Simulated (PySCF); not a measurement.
First SCF of a structure search on singlet PtS₂, at a hand-made bent geometry. PySCF input:

```python
from pyscf import gto, scf, dft
mol = gto.M(atom='''
Pt     0.000000     0.000000     0.000000
S      1.687500     0.000000     1.181600
S     -1.687500     0.000000     1.181600''',
    basis={'Pt': 'def2-TZVP', 'S': 'def2-TZVP'},
    ecp={'Pt': 'def2-TZVP'},
    charge=0, spin=0)
mf = dft.RKS(mol, xc='PBE0')
mf.grids.atom_grid = (50, 194)
aux = {'Pt': 'def2-universal-JKFIT', 'S': 'def2-universal-JKFIT'}
mf = mf.density_fit(auxbasis=aux)
mf.conv_tol = 1e-08
mf.diis_space = 10
mf.max_cycle = 60
mf.init_guess = 'minao'
mf.verbose = 4
mf.kernel()
```

Excerpt of the output (cycles and frontier levels):

```
init E= -899.67086863773
  HOMO = -0.541005584384994  LUMO = -0.521224449708309  gap/eV = 0.53827
cycle= 1 E= -914.848670708771  delta_E= -15.2  |g|= 1.57  |ddm|= 9.32
  HOMO = 0.0832768913046887  LUMO = 0.094913545093752  gap/eV = 0.31665
cycle= 2 E= -906.123044137001  delta_E= 8.73  |g|= 5.34  |ddm|= 12.6
  HOMO = -0.247230992234815  LUMO = -0.194824216838713  gap/eV = 1.42606
cycle= 3 E= -915.434475594087  delta_E= -9.31  |g|= 0.214  |ddm|= 12.3
  HOMO = -0.256900197580787  LUMO = -0.196600016307125  gap/eV = 1.64085
cycle= 4 E= -915.413747307562  delta_E= 0.0207  |g|= 0.357  |ddm|= 0.418
  HOMO = -0.250941321509542  LUMO = -0.185380047749953  gap/eV = 1.78401
cycle= 5 E= -915.440726705151  delta_E= -0.027  |g|= 0.103  |ddm|= 0.218
  HOMO = -0.256845100304168  LUMO = -0.189871023435066  gap/eV = 1.82246
cycle= 6 E= -915.443188419193  delta_E= -0.00246  |g|= 0.0221  |ddm|= 0.0733
  HOMO = -0.258461482865788  LUMO = -0.191291228600855  gap/eV = 1.82780
cycle= 7 E= -915.443274329008  delta_E= -8.59e-05  |g|= 0.00577  |ddm|= 0.0152
  HOMO = -0.258138035843589  LUMO = -0.190818304719559  gap/eV = 1.83186
cycle= 8 E= -915.443283545667  delta_E= -9.22e-06  |g|= 0.00075  |ddm|= 0.0055
  HOMO = -0.25815475738599  LUMO = -0.19082004955424  gap/eV = 1.83227
cycle= 9 E= -915.443283703334  delta_E= -1.58e-07  |g|= 0.000224  |ddm|= 0.000973
  HOMO = -0.258147803918614  LUMO = -0.190816505890865  gap/eV = 1.83218
cycle= 10 E= -915.443283724826  delta_E= -2.15e-08  |g|= 3.78e-05  |ddm|= 0.000361
  HOMO = -0.258149518990803  LUMO = -0.190818238378459  gap/eV = 1.83218
cycle= 11 E= -915.44328372551  delta_E= -6.85e-10  |g|= 1.53e-05  |ddm|= 8.38e-05
  HOMO = -0.25814931404389  LUMO = -0.190817396707868  gap/eV = 1.83219
Extra cycle  E= -915.443283725175  delta_E= 3.35e-10  |g|= 4.27e-05  |ddm|= 4.05e-05
converged SCF energy = -915.443283725175
```

No lower solution of this spin was found from smeared starts or by a stability analysis within the restricted form, which does not test spin polarisation.

At the minimum of this search the closed-shell solution is unstable towards spin polarisation, so a lower open-shell solution exists. No spin–orbit coupling is included, which matters more the heavier the element.

The search for the lowest solution, 3 starts and the stability check together, took 34 s on 2 threads of a shared Intel Xeon @ 2.50GHz (Skylake/Cascade Lake) host, with 114 basis functions; the process peaked at 0.43 GiB. Launch command: `OMP_NUM_THREADS=2 python axn.py task.json out`.
